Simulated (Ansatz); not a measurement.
Program: Ansatz. Geometries: PBE0-D4/def2-TZVP. ΔE: electronic, gas phase. CCSD(T)/CBS is the MP2 limit (def2-TZVPP, def2-QZVPP) plus CCSD(T) − MP2 in def2-TZVPP, frozen cores. This one scheme is used for every species. DFT in def2-TZVPP. B3LYP here is the variant with VWN-RPA as its local correlation; programs differ in this. For Ge outer-core shells are correlated without core-valence functions, which leaves a few kJ/mol of doubt a bond. Scalar relativity is left out up to krypton. One conformer a species, not always the lowest.

Consider the germylene formation by 1,1-elimination: `[CH3][GeH2][BH][AlH2]` → `[BH2][AlH2]` + `[CH3][GeH]`.

`[CH3][GeH2][BH][AlH2]`:

Cartesian coordinates in Å:
```
C -0.761 2.024 0.940
Ge -0.715 0.476 -0.263
B 0.501 -1.074 0.351
Al 1.497 -2.350 -0.992
H -1.034 1.704 1.946
H -1.490 2.755 0.591
H 0.219 2.501 0.980
H -0.406 0.965 -1.697
H -2.132 -0.152 -0.327
H 0.558 -1.208 1.543
H 2.979 -2.007 -1.467
H 0.781 -3.633 -1.606
```

`[BH2][AlH2]`:

```xyz
6

B     0.278    1.076    0.072
Al   -0.250   -0.967   -0.065
H    -0.526    1.964   -0.013
H     1.407    1.448    0.243
H    -0.647   -1.801    1.233
H    -0.262   -1.719   -1.470
```

`[CH3][GeH]`:

Cartesian coordinates in Å:
```
C -0.474 -0.248 0.172
Ge 1.074 0.948 0.538
H -1.036 0.141 -0.685
H -1.142 -0.348 1.027
H -0.111 -1.238 -0.125
H 1.689 0.744 -0.926
```

```tsv
level	ΔE (kJ/mol)	difference from CCSD(T)/CBS
PBE-D4	170.6	1.7
r2SCAN-D4	182.3	13.4
PBE0-D4	178.3	9.4
B3LYP-D4	150.4	-18.5
ωB97X-V	171.2	2.3
ωB97M-V	157.1	-11.8
B2PLYP	155.6	-13.3
PBE	163.0	-5.9
r2SCAN	180.1	11.2
PBE0	171.4	2.5
B3LYP	138.3	-30.6
HF/def2-TZVPP	133.0	-35.9
MP2/def2-TZVPP	184.6	15.7
SCS-MP2/def2-TZVPP	168.6	-0.3
CCSD/def2-TZVPP	168.4	-0.5
CCSD(T)/def2-TZVPP	174.0	5.1
HF/def2-QZVPP	130.8	-38.1
MP2/def2-QZVPP	180.9	12.0
SCS-MP2/def2-QZVPP	165.7	-3.2
HF/CBS(def2)	130.5	-38.4
MP2/CBS(def2)	179.4	10.5
CCSD/CBS(def2)	163.3	-5.6
CCSD(T)/CBS	168.9	0
```

Largest T1 diagnostic among the species: 0.012.

The D4 term adds +12.1 kJ/mol with B3LYP and +6.9 kJ/mol with PBE0; it sums over pairs of atoms, weighted by their polarisabilities, and B3LYP, whose exchange is more repulsive, gets the larger term. In def2-TZVPP, CCSD(T) changes the Hartree–Fock value by +41.0 kJ/mol (the triples alone add +5.6 kJ/mol) and MP2 by +51.6 kJ/mol.
